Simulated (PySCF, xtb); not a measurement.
Pb(F)(NH2) (FH2NPb), SMILES [NH2][Pb][F] (connectivity only; charge and spin as stated), neutral, multiplicity 1.

xtb 6.7.1 with GFN2-xTB at its own geometry gives an orbital gap of 3.09 eV and a dipole moment of 6.00 D.

Geometry: B3LYP-D3(BJ)/def2-TZVP. The def2 effective core potentials stand for the cores of Pb; spin–orbit coupling is left out. Other conformers were not sampled.

Q: What does M06-2X/def2-TZVPD in PySCF give? (Estimate from the structure and the level; the computed values follow.)

A: gap 7.13 eV (levels -8.46 and -1.33 eV), dipole 4.16 D.
